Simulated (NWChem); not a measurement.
System: Si$_{2}$H$_{4}$Cl$_{2}$; SMILES [SiH3][SiH](Cl)Cl

Results from NWChem. Structure relaxed at the PBE-D3(BJ)/def2-SVP level. Static field.

```json
[
 {"level": "PBE/aug-cc-pVDZ", "isotropic polarisability (bohr³)": "89.7", "anisotropy (bohr³)": "21.5"},
 {"level": "B3LYP/aug-cc-pVDZ", "isotropic polarisability (bohr³)": "86.8", "anisotropy (bohr³)": "19.7"},
 {"level": "BHandHLYP/aug-cc-pVDZ", "isotropic polarisability (bohr³)": "83.3", "anisotropy (bohr³)": "17.9"}
]
```
